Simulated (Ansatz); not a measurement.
Molecule: C$_{2}$H$_{4}$BF$_{2}$, charge 0, multiplicity 2. It need not be the lowest isomer of its formula. 
Geometry from a B3LYP-D3(BJ)/def2-TZVP (Ansatz, a program for electronic structure) optimisation:
```
C
H 1 1.0858
C 1 1.4837 2 116.56
H 3 1.0892 1 112.46 2 180.00
H 3 1.0971 4 108.39 1 123.02
H 3 1.0971 4 108.39 5 113.96
B 1 1.5242 2 118.73 3 180.00
F 7 1.3322 1 121.91 2 0.00
F 7 1.3337 8 116.36 1 -180.00
```
Charge 0, spin multiplicity 2.

Total electronic energies in hartree. Cores are frozen in the correlated levels unless marked. Open shells are spin-unrestricted. Spin-orbit coupling is left out. No relativistic terms. CBS marks a two-point X^-3 extrapolation of the correlation energy; Hartree-Fock from the larger set. [CCSD(T)-MP2]/basis is that difference in the basis named.

| level | program | energy (Eh) |
|---|---|---|
| HF/6-31G* | Ansatz | -301.73205 |
| r2SCAN/def2-TZVPD | Ansatz | ___ |
| PBE0/def2-TZVPD | Ansatz | -303.04517 |
| CAM-B3LYP/def2-TZVPD | Ansatz | ___ |
| MP2/6-31G* | Ansatz | -302.38069 |
| MP2/CBS(cc-pVTZ,cc-pVQZ) | Ansatz | -302.9069 |
| SCS-MP2/cc-pVQZ | Ansatz | -302.84523 |
| RI-MP2/CBS(cc-pVTZ,cc-pVQZ)+[CCSD(T)-MP2]/cc-pVTZ | Ansatz | -302.9665 |
| CCSD(T)/CBS(cc-pVTZ,cc-pVQZ) | Ansatz | -302.9608 |

Question: Fill in the missing entries.

Answer: 
- r2SCAN/def2-TZVPD, energy (Eh): -303.22402
- CAM-B3LYP/def2-TZVPD, energy (Eh): -303.26570
